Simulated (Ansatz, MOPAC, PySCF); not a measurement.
Series SiXY, Y = chloro, computed as singlets and as triplets. Isolated molecules, 0 K electronic values unless said otherwise. One relaxed conformer stands for each flexible species; it need not be the lowest. Strings in code marks are SMILES.

Quantity: adiabatic spin-state energy, in kcal/mol. HF references are unrestricted for open shells and restricted for singlets. The restricted reference of `[SiH3][Si]Cl`, `S[Si]Cl` and `[C-]#[N+][Si]Cl` is unstable towards unrestricted orbitals. Semi-empirical values (MOPAC) are differences of heats of formation.

Level 1: frozen-core CCSD(T)/cc-pVTZ // PBE0-D3(BJ)/def2-TZVP (Ansatz, a first-principles code)
Level 2: LC-ωPBE/cc-pVTZ // PBE0-D3(BJ)/def2-TZVP (Ansatz)
Level 3: PBE-D3(BJ)/def2-TZVP // PBE0-D3(BJ)/def2-TZVP (PySCF)
Level 4: PM6 // PBE0-D3(BJ)/def2-TZVP (MOPAC)

| species | level 1 | level 2 | level 3 | level 4 |
|---|---|---|---|---|
| `[C-]#[N+][Si]Cl`: multiplicity 3 minus multiplicity 1 | 50.5 | 42.9 | 44.9 | 46.1 |
| `O[Si]Cl`: multiplicity 3 minus multiplicity 1 | 61.0 | 53.8 | 57.1 | 51.3 |
| `[SiH3][Si]Cl`: multiplicity 3 minus multiplicity 1 | 22.3 | 15.7 | 19.5 | 6.54 |
| `N[Si]Cl`: multiplicity 3 minus multiplicity 1 | 56.9 | 49.4 | 52.5 | 41.4 |
| `S[Si]Cl`: multiplicity 3 minus multiplicity 1 | 46.1 | 38.8 | 42.5 | 6.56 |
